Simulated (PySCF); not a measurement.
A GIAO shielding run with PySCF 2.14.0 with density-fitted response routines (density fitting, non-relativistic, gas phase) on `InChI=1S/C5H5NOS/c1-3-5(7)6-4(2)8/h1H,2H3,(H,6,7,8)`:

```
$ OMP_NUM_THREADS=1 python probes_run.py task.json out

{"job": {"kind": "nmr", "xc": "PBE0", "basis": "pcSseg-1"}, "charge": 0, "multiplicity": 1}
C      3.419802     0.016099     0.501578
C      2.273152     0.040744     0.148264
C      0.929660     0.087654    -0.377539
O      0.675385     0.267819    -1.541994
N     -0.006481    -0.100345     0.626352
C     -1.372975    -0.123158     0.530920
C     -2.003358     0.069316    -0.796845
S     -2.228849    -0.364514     1.902943
H      4.416312    -0.009402     0.834197
H      0.349441    -0.240450     1.566884
H     -1.709503     1.030281    -1.219767
H     -1.662529    -0.698111    -1.492259
H     -3.084444     0.024553    -0.700462
```

Hardware: 1 thread of an Intel Xeon 6975P-C, shared host. The job also computes population analyses, field gradients.

Question: How large is the calculation?

Answer: 66 electrons, 168 basis functions and 887 auxiliary functions.

Question: How long does it take, and how much memory does it need?

Answer: 20 s of wall time, with 15 SCF cycles and 6 response iterations; peak memory 0.75 GiB. Times on a shared host scatter by some tens of per cent.
